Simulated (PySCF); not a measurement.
Compound: C₃H₃F₃N₂.
Numbering: `[CH2:1]=[N:2]/[N:3]=[CH:4]/[C:5]([F:6])([F:7])[F:8]` (hydrogens: H9, H10 on C1; H11 on C4)

Cartesian coordinates in Å at the GFN2-xTB level; atoms count from 1:
```
atom  x, y, z in Å
C1     2.630    0.090    0.264
N2     1.570    0.106   -0.411
N3     0.358    0.308   -0.201
C4    -0.658   -0.450   -0.156
C5    -2.015    0.180   -0.135
F6    -2.046    1.392   -0.694
F7    -2.492    0.325    1.120
F8    -2.916   -0.579   -0.781
H9     2.651    0.098    1.349
H10    3.563    0.068   -0.272
H11   -0.640   -1.536   -0.109
```

Method used: TDDFT CAM-B3LYP/def2-SVPD, vertical, gas phase, core orbitals frozen in the response (PySCF 2.14.0, density-fitted response routines).

Ground-to-excited transition dipoles (e·a0, same axes as the geometry; the sign carries no meaning), for the states with f of 0.002 or more among the lowest 7:

| state | E (eV) | μx | μy | μz |
| --- | --- | --- | --- | --- |
| S1 | 4.781 | -0.364 | -0.049 | -0.004 |
| S2 | 5.016 | 0.294 | 0.013 | 0.025 |
| S3 | 6.068 | -1.040 | -0.278 | 0.091 |
| S4 | 6.732 | 2.000 | 0.170 | 0.368 |
| S5 | 7.458 | -0.740 | 0.080 | 0.163 |
| S6 | 7.754 | -0.040 | 0.371 | -0.200 |
| S7 | 8.255 | 0.004 | -0.066 | 0.153 |

Work out the oscillator strengths.

f = (2/3) ΔE |μ|² with ΔE in hartree (27.2114 eV).

| state | \|μ\|² (au) | \|μ\| (D) | f |
| --- | --- | --- | --- |
| S1 | 0.135 | 0.93 | 0.016 |
| S2 | 0.087 | 0.75 | 0.011 |
| S3 | 1.167 | 2.75 | 0.173 |
| S4 | 4.163 | 5.19 | 0.687 |
| S5 | 0.581 | 1.94 | 0.106 |
| S6 | 0.179 | 1.08 | 0.034 |
| S7 | 0.028 | 0.42 | 0.006 |

What angle do the transition dipoles of S3 and S4 make?

|cos θ| = |μa·μb| / (|μa| |μb|) = 0.95, so θ ≈ 18° (taken between 0 and 90°, since the signs are arbitrary).

How is the summed strength of these states shared among x, y and z?

(2/3) Σ ΔE μα² gives 0.947 for x, 0.045 for y and 0.041 for z, 1.032 in all.

What peak molar absorption coefficient would the strongest computed level give as a lone Gaussian band 0.3 eV wide at half height?

ε(max) = 2.175×10⁸ f / FWHM, with the width in cm⁻¹. S4: 2.175×10⁸ × 0.6866 / 2420 ≈ 62000 L mol⁻¹ cm⁻¹.

One conformer stands for the species.
